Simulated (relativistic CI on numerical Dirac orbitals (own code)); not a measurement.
Electric-dipole transitions in Eu⁴³⁺

Computed by Dirac-Coulomb-Breit CI, orbitals from a KLI potential per configuration, model QED (radiative potential, 1s self-energy scaled to tabulated hydrogen-like ionisation energies), unscaled Slater integrals (own radial code, finite nucleus).

CI space (outside the closed core [Ne]): 3s2 3p6 3d2, 3s2 3p5 3d3, 3s 3p6 3d3, 3s2 3p6 3d 4s, 3s2 3p6 3d 4p, 3s2 3p6 3d 4d, 3s2 3p5 3d2 4s, 3s2 3p6 3d 4f, 3s2 3p5 3d2 4p, 3s2 3p5 3d2 4d, 3s 3p6 3d2 4s, 3p6 3d3 4p, 3s 3p6 3d2 4p, 3s2 3p6 4s2, 3s2 3p6 4s 4p, 3s2 3p6 3d 5s, 3s2 3p6 3d 5d, 3s2 3p6 3d 5g, 3p6 3d4, 3p5 3d5, 3p5 3d4 4s, 3p6 3d3 4s, 3p5 3d3 4s2, 3s2 3p6 4p2, 3s2 3p5 4s 4p2, 3s2 3p6 4s 4d, 3s2 3p5 4s2 4d, 3s 3p6 3d 4s2, 3s 3p6 4s2 4p, 3s 3p6 4s2 4d. Double excitations out of closed p, d and f shells are left out; levels of such configurations are missing from the list, as are those of other unlisted configurations, and high levels can miss mixing partners. These lack a partner that the ground configuration has and come out too high: 3s2 3p5 3d2 4p, 3s2 3p5 3d2 4d.

| λ vac (nm) | Lower | Upper | A (s⁻¹) | E lower (eV) | E upper (eV) |
| --- | --- | --- | --- | --- | --- |
| 0.77908 | 3s2 3p6 3d2 3F_2 [1] | 3s2 3p5 3d2 4s 3G°_3 [367] | 1.22e+13 | 0.00 | 1591.41 |
| 0.78062 | 3s2 3p6 3d2 3F_2 [1] | 3s2 3p5 3d2 4s 3F°_2 [361] | 9.52e+12 | 0.00 | 1588.28 |
| 0.78101 | 3s2 3p6 3d2 3F_3 [3] | 3s2 3p5 3d2 4s 3G°_4 [397] | 1.09e+13 | 32.28 | 1619.77 |
| 2.8844 | 3s2 3p6 3d2 3F_2 [1] | 3s2 3p5 3d3 3D°_1 [89] | 2.50e+12 | 0.00 | 429.84 |
| 2.9356 | 3s2 3p6 3d2 3P_2 [4] | 3s2 3p5 3d3 3S°_1 [105] | 2.38e+12 | 41.13 | 463.49 |
| 2.9581 | 3s2 3p6 3d2 3F_3 [3] | 3s2 3p5 3d3 3F°_3 [98] | 6.36e+11 | 32.28 | 451.41 |
| 2.9592 | 3s2 3p6 3d2 1G_4 [5] | 3s2 3p5 3d3 3D°_3 [103] | 1.21e+12 | 43.23 | 462.21 |
| 2.9656 | 3s2 3p6 3d2 3F_4 [7] | 3s2 3p5 3d3 3D°_3 [114] | 1.51e+12 | 72.04 | 490.13 |
| 2.9670 | 3s2 3p6 3d2 3P_1 [6] | 3s2 3p5 3d3 3D°_2 [104] | 1.14e+12 | 44.72 | 462.60 |
| 2.9760 | 3s2 3p6 3d2 3F_3 [3] | 3s2 3p5 3d3 3D°_2 [94] | 1.78e+12 | 32.28 | 448.90 |
| 2.9826 | 3s2 3p6 3d2 1G_4 [5] | 3s2 3p5 3d3 3G°_3 [102] | 1.05e+12 | 43.23 | 458.93 |
| 3.0011 | 3s2 3p6 3d2 1G_4 [5] | 3s2 3p5 3d3 3F°_4 [100] | 1.94e+12 | 43.23 | 456.36 |
| 3.0085 | 3s2 3p6 3d2 3F_4 [7] | 3s2 3p5 3d3 1F°_3 [110] | 7.81e+11 | 72.04 | 484.16 |
| 3.0211 | 3s2 3p6 3d2 3F_4 [7] | 3s2 3p5 3d3 3F°_4 [109] | 1.56e+12 | 72.04 | 482.44 |
| 3.0220 | 3s2 3p6 3d2 3P_2 [4] | 3s2 3p5 3d3 3F°_3 [98] | 6.18e+11 | 41.13 | 451.41 |
| 3.0309 | 3s2 3p6 3d2 3P_2 [8] | 3s2 3p5 3d3 3P°_2 [113] | 1.32e+12 | 78.03 | 487.10 |
| 3.0528 | 3s2 3p6 3d2 3P_2 [8] | 3s2 3p5 3d3 1F°_3 [110] | 1.16e+12 | 78.03 | 484.16 |
| 3.0693 | 3s2 3p6 3d2 3F_4 [7] | 3s2 3p5 3d3 3G°_5 [107] | 1.15e+12 | 72.04 | 476.00 |
| 3.1216 | 3s2 3p6 3d2 3F_2 [1] | 3s2 3p5 3d3 3F°_2 [82] | 1.62e+12 | 0.00 | 397.18 |
| 3.2914 | 3s2 3p6 3d2 1G_4 [5] | 3s2 3p5 3d3 1H°_5 [87] | 3.80e+11 | 43.23 | 419.92 |
| 3.6809 | 3s2 3p5 3d3 3H°_6 [22] | 3s 3p6 3d3 3G_5 [126] | 8.43e+11 | 257.10 | 593.93 |
| 4.1400 | 3s2 3p6 3d2 3F_3 [3] | 3s2 3p5 3d3 3F°_3 [67] | 3.32e+11 | 32.28 | 331.76 |
| 4.1494 | 3s2 3p6 3d2 1G_4 [5] | 3s2 3p5 3d3 3D°_3 [72] | 5.51e+11 | 43.23 | 342.03 |
| 4.1573 | 3s2 3p6 3d2 3F_4 [7] | 3s2 3p5 3d3 3D°_3 [79] | 5.88e+11 | 72.04 | 370.28 |
| 4.1959 | 3s2 3p6 3d2 3P_2 [4] | 3s2 3p5 3d3 3D°_2 [70] | 4.77e+11 | 41.13 | 336.62 |
| 4.2357 | 3s2 3p6 3d2 3F_2 [1] | 3s2 3p5 3d3 3G°_3 [40] | 6.90e+11 | 0.00 | 292.71 |
| 4.2851 | 3s2 3p6 3d2 3F_2 [1] | 3s2 3p5 3d3 3F°_2 [37] | 4.34e+11 | 0.00 | 289.34 |
| 4.3051 | 3s2 3p6 3d2 3F_4 [7] | 3s2 3p5 3d3 3F°_4 [77] | 5.65e+11 | 72.04 | 360.04 |
| 4.3103 | 3s2 3p6 3d2 1G_4 [5] | 3s2 3p5 3d3 3G°_4 [66] | 4.96e+11 | 43.23 | 330.88 |
| 4.4122 | 3s2 3p6 3d2 1G_4 [5] | 3s2 3p5 3d3 1H°_5 [60] | 2.70e+11 | 43.23 | 324.24 |

Terms are leading LS components. Brackets give the number of a level in order of energy, since labels repeat. The list gives strong lines, with weight on those to low levels, without lines whose two gauges differ by over a factor of 2.5, among the lowest 400 of 2053 levels, so that lines to higher ones, which can be the strongest, are missing. Levels whose partners in the same complex of configurations lie outside the list can be far off, and so can their lines. Rates are taken at the computed energies, electric ones in the length gauge.

At this charge energies of transitions that change n are usually good to better than 1 %, and those within a shell (Δn = 0) to a few per cent.

LS names give the leading component of a level, which can be under half, so a name can repeat, a term be missing and a line seem to break the LS rules.
